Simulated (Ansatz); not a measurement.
`F[CH2][InH][F]` → `[CH]F` + `[F][InH2]` at 600 K and 1 bar (formal loss of a carbene).

Program: Ansatz. Geometries: PBE0-D4/def2-TZVP. ΔE: electronic, gas phase. CCSD(T)/CBS adds triple-zeta CCSD(T) − MP2 to the extrapolated MP2 energy (def2 sets, frozen cores). This one scheme is used for every species. Elements past krypton have def2 core potentials. For In outer-core shells are correlated without core-valence functions, which leaves a few kJ/mol of doubt a bond. One conformer a species, not always the lowest.

| species | CCSD(T)/CBS energy (Eh) | H − E (kJ/mol) | S (J/(mol·K)) |
| --- | --- | --- | --- |
| `F[CH2][InH][F]` | -429.25055 | 145.0 | 411.3 |
| `[CH]F` | -138.29972 | 54.0 | 249.2 |
| `[F][InH2]` | -290.81142 | 65.6 | 306.8 |

H − E and S are ideal-gas, rigid-rotor, harmonic terms from PBE0-D4/def2-TZVP, for one conformer and one mirror image of each species. 1 Eh = 2625.50 kJ/mol, R = 8.31446 J/(mol·K).

Task: By hand: ΔE, ΔH, ΔS and ΔG.

Result: ΔE = (-138.29972) + (-290.81142) − (-429.25055) = 0.13941 Eh = 366.0 kJ/mol. Δ(H − E) = 54.0 + 65.6 − 145.0 = -25.4, so ΔH = 340.6 kJ/mol. ΔS = 249.2 + 306.8 − 411.3 = 144.7 J/(mol·K). ΔG = 340.6 − 600 × (144.7)/1000 = 253.8 kJ/mol.

Task: By hand: the equilibrium constant, and the temperature at which ΔG would vanish if ΔH and ΔS stayed fixed.

Result: log₁₀ K = −ΔG/(RT ln 10) = -22.1. ΔG = 0 at ΔH/ΔS = 2354 K.

The number of gas molecules changes by +1, which sets the sign of ΔS. A doubt of 5 kJ/mol in ΔE shifts log₁₀ K by 0.4 here. Other conformers and mirror images would add mixing entropy, several J/(mol·K) or more a flexible species. Modes under 60 cm⁻¹, often nearly free rotors, make the harmonic entropy too high. These are equilibria of isolated gas molecules and say nothing of rates. Largest T1 diagnostic: 0.018 (customary marks: 0.02 for closed shells, 0.045 for open ones).
